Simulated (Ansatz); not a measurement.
Relaxation of the cluster Ga₃N₄⁻ with RKS PBE-D4/def2-SVPD.

```sh
$ ansatz run in.yaml --threads 4 --pin off --events-out ev --progress --plain --max-ram 4787MiB
```

```yaml
crystal:
  periodic: [false, false, false]
  atoms:
    - {symbol: Ga, position_ang: [-2.010170, -1.339200, -0.162600]}
    - {symbol: Ga, position_ang: [-0.520360, 1.247490, 0.081440]}
    - {symbol: Ga, position_ang: [2.499680, 0.611040, 0.126240]}
    - {symbol: N, position_ang: [0.849610, -1.117980, -0.074030]}
    - {symbol: N, position_ang: [1.132950, 2.107300, 0.210490]}
    - {symbol: N, position_ang: [-2.294400, 0.626510, -0.019680]}
    - {symbol: N, position_ang: [0.342690, -2.135160, -0.161860]}
basis:
  gaussian: {orbitals: def2-SVPD}
total_charge: -1
hamiltonian: {xc: pbe, dispersion: d4}
scf: {lower_state_search: "off"}
output: {orbitals: {seedname: orbitals}}
relax: {f_tol: 0.02, max_steps: 100}
```

Hardware: 4 threads of Arm Neoverse V1 on a shared host. Wall time 44 s.

Positions (Å) and forces (eV/Å) at steps 1, 2, 3, 4, 5, 6, 7, 8, 9, 10, 12, 13, 14, 16, 19 of 19:

```xyz
7
step=1 energy=-163040.8651 eV
Ga   -2.010   -1.339   -0.163   -1.267    1.515    0.082
Ga   -0.520    1.247    0.081   -0.286    0.503    0.050
Ga    2.500    0.611    0.126   -0.673    1.595    0.114
N     0.850   -1.118   -0.074   -0.142   -0.592   -0.055
N     1.133    2.107    0.210   -0.167   -1.895   -0.173
N    -2.294    0.627   -0.020    1.926   -1.137   -0.035
N     0.343   -2.135   -0.162    0.609    0.011    0.017
7
step=2 energy=-163041.4421 eV
Ga   -2.205   -1.317   -0.167   -0.593    1.300    0.083
Ga   -0.507    1.266    0.086   -0.373    0.277    0.017
Ga    2.522    0.730    0.137   -0.319    1.176    0.090
N     0.904   -1.185   -0.085   -0.786   -1.641   -0.138
N     1.125    2.087    0.209   -0.080   -1.235   -0.108
N    -2.227    0.617   -0.019    1.197   -0.897   -0.033
N     0.388   -2.197   -0.161    0.955    1.020    0.088
7
step=3 energy=-163041.9176 eV
Ga   -2.337   -1.215   -0.163   -0.449   -0.079   -0.019
Ga   -0.516    1.294    0.089    0.335    0.375    0.044
Ga    2.553    0.921    0.154    0.315    0.278    0.034
N     0.900   -1.316   -0.101   -0.065   -0.522   -0.051
N     1.095    2.051    0.206   -0.252   -0.073   -0.013
N    -2.135    0.601   -0.018   -0.124   -0.016   -0.007
N     0.440   -2.335   -0.167    0.241    0.035    0.011
7
step=4 energy=-163042.0945 eV
Ga   -2.492   -1.168   -0.164   -0.141    0.340    0.022
Ga   -0.521    1.352    0.095   -0.054   -0.008   -0.001
Ga    2.621    1.085    0.171   -0.045    0.267    0.022
N     0.958   -1.501   -0.129    0.038   -0.109   -0.024
N     1.081    2.106    0.212    0.055   -0.140   -0.008
N    -2.143    0.639   -0.016    0.096   -0.230   -0.015
N     0.495   -2.514   -0.169    0.052   -0.120    0.003
7
step=5 energy=-163042.1709 eV
Ga   -2.618   -1.102   -0.163   -0.078    0.126    0.007
Ga   -0.531    1.381    0.099   -0.057   -0.084   -0.011
Ga    2.664    1.231    0.188    0.003    0.142    0.014
N     1.058   -1.662   -0.174   -0.082   -0.236   -0.022
N     1.060    2.124    0.217    0.203    0.044    0.015
N    -2.133    0.655   -0.015   -0.107   -0.116   -0.012
N     0.499   -2.626   -0.152    0.118    0.125    0.010
7
step=6 energy=-163042.2145 eV
Ga   -2.803   -1.030   -0.162    0.000    0.098    0.005
Ga   -0.521    1.372    0.100   -0.018   -0.053   -0.006
Ga    2.741    1.415    0.209   -0.082    0.083    0.006
N     1.102   -1.797   -0.232    0.107    0.144   -0.046
N     1.059    2.138    0.228    0.142   -0.008    0.009
N    -2.127    0.658   -0.020   -0.050   -0.085   -0.007
N     0.549   -2.755   -0.124   -0.099   -0.180    0.039
7
step=7 energy=-163042.2081 eV rejected
Ga   -2.860   -1.015   -0.167   -0.024    0.013   -0.003
Ga   -0.506    1.360    0.104   -0.030   -0.043   -0.008
Ga    2.758    1.462    0.214   -0.031    0.048    0.006
N     1.071   -1.818   -0.306    0.996    1.883   -0.527
N     1.064    2.145    0.248    0.067   -0.002    0.009
N    -2.104    0.632   -0.031    0.010    0.010    0.004
N     0.576   -2.767   -0.061   -0.988   -1.909    0.519
7
step=8 energy=-163042.2193 eV
Ga   -2.829   -1.019   -0.164   -0.011    0.053    0.001
Ga   -0.518    1.367    0.102    0.003   -0.031   -0.004
Ga    2.750    1.442    0.214   -0.065    0.066    0.006
N     1.102   -1.816   -0.268    0.166    0.259   -0.081
N     1.059    2.140    0.235    0.108   -0.011    0.009
N    -2.122    0.653   -0.022   -0.041   -0.049   -0.004
N     0.557   -2.768   -0.096   -0.160   -0.287    0.074
7
step=9 energy=-163042.2252 eV
Ga   -2.890   -1.001   -0.171   -0.003    0.030   -0.002
Ga   -0.505    1.357    0.106   -0.029   -0.028   -0.008
Ga    2.770    1.493    0.222   -0.073    0.053    0.005
N     1.086   -1.846   -0.359   -0.460   -0.864    0.273
N     1.064    2.150    0.254    0.048   -0.056    0.004
N    -2.107    0.634   -0.032    0.055    0.009    0.007
N     0.582   -2.787   -0.020    0.462    0.856   -0.278
7
step=10 energy=-163042.2425 eV
Ga   -3.020   -0.957   -0.202    0.024    0.050   -0.001
Ga   -0.489    1.305    0.119   -0.001   -0.043   -0.006
Ga    2.846    1.617    0.206   -0.001   -0.001    0.001
N     0.987   -1.855   -0.468   -0.057   -0.137    0.044
N     1.086    2.063    0.302    0.020    0.030    0.012
N    -2.086    0.593   -0.050   -0.042   -0.038   -0.001
N     0.676   -2.765    0.094    0.058    0.139   -0.049
7
step=12 energy=-163041.8946 eV rejected
Ga   -3.172   -0.885   -0.293    0.104    0.110    0.017
Ga   -0.447    1.228    0.145    0.007    0.048    0.015
Ga    2.861    1.605    0.189    0.026   -0.003    0.000
N     0.809   -1.891   -0.657    0.515   -5.019    6.757
N     1.101    2.040    0.345   -0.019   -0.045   -0.016
N    -2.037    0.506   -0.020   -0.107   -0.140   -0.029
N     0.885   -2.603    0.292   -0.526    5.048   -6.744
7
step=13 energy=-163042.2546 eV
Ga   -3.083   -0.929   -0.283    0.010    0.017   -0.002
Ga   -0.479    1.257    0.145    0.000   -0.003   -0.004
Ga    2.858    1.575    0.178   -0.018    0.004    0.002
N     0.874   -1.847   -0.571   -0.019   -0.093    0.077
N     1.099    2.013    0.325    0.012   -0.013    0.001
N    -2.083    0.558   -0.013   -0.006   -0.009    0.002
N     0.813   -2.628    0.220    0.021    0.096   -0.078
7
step=14 energy=-163042.2555 eV
Ga   -3.088   -0.902   -0.343   -0.098   -0.136   -0.037
Ga   -0.489    1.238    0.161    0.012    0.023    0.012
Ga    2.849    1.550    0.151    0.186   -0.039   -0.018
N     0.851   -1.852   -0.590   -0.006   -0.064    0.070
N     1.099    1.969    0.328   -0.124    0.053    0.019
N    -2.102    0.564    0.031    0.021    0.099    0.024
N     0.881   -2.568    0.262    0.008    0.064   -0.069
7
step=16 energy=-163042.2582 eV rejected
Ga   -3.108   -0.887   -0.384    0.011    0.013    0.002
Ga   -0.500    1.232    0.176    0.000   -0.002    0.001
Ga    2.857    1.528    0.125   -0.011    0.004    0.001
N     0.802   -1.863   -0.593    0.044   -0.165    0.223
N     1.101    1.937    0.345    0.007   -0.008   -0.004
N    -2.125    0.577    0.043   -0.007   -0.008   -0.002
N     0.974   -2.524    0.288   -0.043    0.166   -0.222
7
step=19 energy=-163042.2585 eV
Ga   -3.117   -0.872   -0.409    0.006    0.006    0.001
Ga   -0.504    1.226    0.185    0.003    0.003   -0.002
Ga    2.855    1.524    0.111   -0.002    0.002    0.000
N     0.810   -1.862   -0.585    0.003   -0.011    0.016
N     1.100    1.928    0.343    0.000   -0.006    0.000
N    -2.132    0.577    0.062   -0.007   -0.005    0.000
N     0.989   -2.522    0.293   -0.003    0.011   -0.015
```

The structure comes from a short search, and lower isomers may exist.
